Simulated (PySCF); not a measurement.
# Electron correlation in Hg⁺ (mercury, charge +1)

[Xe] 4f14 5d10 6p1, 2P determinant (an excited configuration). Calculation: PySCF 2.14, in x2c-TZVPPall; the spin-free X2C one-electron Hamiltonian (Gaussian nucleus). Frozen: [Kr] 4d10 4f14; 19 electrons correlated.

MP2 pair energies summed by pair of shells (mhartree):

```tsv
pair	energy	share (%)
5d-5d	-302.65	55.0
5p-5d	-136.61	24.8
5p-5p	-33.62	6.1
5d-6p	-29.56	5.4
5s-5d	-25.70	4.7
5s-5p	-16.49	3.0
5s-5s	-2.81	0.5
5p-6p	-2.35	0.4
5s-6p	-0.16	0.0
```

Total MP2 correlation energy: -549.95 mhartree.

Same-spin part -185.49 and opposite-spin part -364.45 mhartree; SCS-MP2 scales them by 1/3 and 6/5 to -499.18 mhartree.

The basis was made for the ground configuration and has no added diffuse functions, which can raise the energy of the promoted electron.

This basis was not built for core-valence correlation, so the inner-shell part is incomplete.
